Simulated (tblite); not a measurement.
Species: C8H7PS.
Cartesian coordinates in Å at the GFN2-xTB level; atoms count from 1:
```xyz
17
C8H7PS angstrom
C      0.689    2.798    0.094
C      0.161    1.720    0.066
C     -0.477    0.454    0.043
C     -1.754    0.380   -0.516
C     -2.494   -0.788   -0.553
C     -2.046   -1.990   -0.045
P     -0.498   -2.262    0.688
C      0.169   -0.657    0.583
S      1.809   -0.484    1.284
C      2.762   -0.185   -0.238
H      1.158    3.736    0.124
H     -2.176    1.288   -0.921
H     -3.479   -0.750   -1.000
H     -2.698   -2.853   -0.110
H      3.796   -0.074    0.072
H      2.413    0.723   -0.719
H      2.657   -1.043   -0.897
```

Computed with GFN2-xTB (tblite): harmonic, unscaled wavenumbers at the GFN2-xTB geometry, gas phase. This tight-binding method is rough: wavenumbers can miss measured ones by several per cent, in bad cases by 10 to 20. One conformer, not necessarily the lowest.

Harmonic wavenumbers (cm⁻¹): 55.7, 75.0, 116.4, 127.4, 137.9, 194.3, 220.2, 265.7, 320.4, 390.1, 410.5, 456.5, 458.2, 563.8, 591.9, 667.8, 674.6, 703.4, 719.0, 758.9, 836.0, 865.5, 922.0, 939.2, 948.7, 950.8, 1005.3, 1127.4, 1199.4, 1234.3, 1308.0, 1321.7, 1371.0, 1445.6, 1449.3, 1502.1, 1521.3, 2250.1, 3022.1, 3036.5, 3041.4, 3052.9, 3061.8, 3080.4, 3395.1.

A = 1447, B = 936.1, C = 614.9 MHz; mass 166.001 u (most abundant isotopes); point group C1, symmetry number 1.

Task: Zero-point energy?

Result: Half the sum of the wavenumbers: 25898 cm⁻¹ = 74.05 kcal/mol.

Task: Entropy at 500 K, 1 bar (ideal gas, RRHO, classical rotation)?

Result: Translation 43.82, rotation 31.88, vibration 53.18: S = 128.9 cal/(mol K).

Task: And Cp and H(500 K) − H(0)?

Result: Cp = 57.49 cal/(mol K), of which vibrations give 49.55 (their classical limit is 45 R = 89.4); H(500 K) − H(0) = 17.55 kcal/mol without the zero-point energy, 13.58 from vibrations.

Task: Which modes carry the vibrational entropy at 500 K?

Result: 55.7 cm⁻¹: 5.63; 75.0 cm⁻¹: 5.04; 116.4 cm⁻¹: 4.17; 127.4 cm⁻¹: 3.99; 137.9 cm⁻¹: 3.84; 194.3 cm⁻¹: 3.17 cal/(mol K); the other 39 give 27.34 together.

Task: How do the functions run with temperature in this model?

Result: 
```json
{"T (K)": "100", "S (cal/(mol K))": "71.8", "Cp (cal/(mol K))": "20.0", "H − H(0) (kcal/mol)": "1.35", "G − H(0) (kcal/mol)": "-5.83", "ln q(vib)": "1.69"}
{"T (K)": "200", "S (cal/(mol K))": "89.1", "Cp (cal/(mol K))": "31.0", "H − H(0) (kcal/mol)": "3.90", "G − H(0) (kcal/mol)": "-13.91", "ln q(vib)": "4.57"}
{"T (K)": "300", "S (cal/(mol K))": "103.7", "Cp (cal/(mol K))": "41.4", "H − H(0) (kcal/mol)": "7.54", "G − H(0) (kcal/mol)": "-23.56", "ln q(vib)": "7.47"}
{"T (K)": "800", "S (cal/(mol K))": "159.2", "Cp (cal/(mol K))": "71.4", "H − H(0) (kcal/mol)": "37.10", "G − H(0) (kcal/mol)": "-90.30", "ln q(vib)": "20.83"}
{"T (K)": "1000", "S (cal/(mol K))": "175.8", "Cp (cal/(mol K))": "77.2", "H − H(0) (kcal/mol)": "51.98", "G − H(0) (kcal/mol)": "-123.85", "ln q(vib)": "25.46"}
```

q(vib) and H(0) count from the zero-point level.

Task: What must be added to the electronic energy to get the Gibbs energy at 500 K and 1 bar?

Result: ZPE + [H(500 K) − H(0)] − T·S = 74.05 + 17.55 − 64.44 = 27.16 kcal/mol.

Hindered rotation and anharmonicity are outside this model. Other conformers, if any are populated, would add a mixing term that is left out. The structure is chiral; the term R ln 2 for an equal mix with its mirror image is left out.
